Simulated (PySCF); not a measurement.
Calculation: PBE-D3(BJ)/def2-TZVP // B3LYP-D3(BJ)/def2-SVP in PySCF 2.14.0. All species are isolated molecules in the gas phase. One relaxed conformer stands for a flexible species; it need not be the lowest. Excitations are Tamm–Dancoff values on a coarser integration grid. The basis has no diffuse functions, so Rydberg states are missing or too high.

Reference species (SMILES): `C([Si](CC)(CC)N)C` (neutral, multiplicity 1).

```json
{
  "HOMO": "-5.47 eV",
  "T1 excitation (TDA)": "5.31 eV",
  "HOMO–LUMO gap": "5.44 eV"
}
```

Changed species: `CC[Si](CC)(CC)CC` (4 of 4 NH2 replaced by C2H5; the reference has 3 of 4 NH2 replaced by C2H5).

Question: Predict the effect on the HOMO, T1 excitation (TDA) and HOMO–LUMO gap.

Answer: the HOMO drops by 0.92 eV, to -6.39 eV; the T1 excitation (TDA) goes up by 1.15 eV, to 6.46 eV; the HOMO–LUMO gap goes up by 1.08 eV, to 6.52 eV.
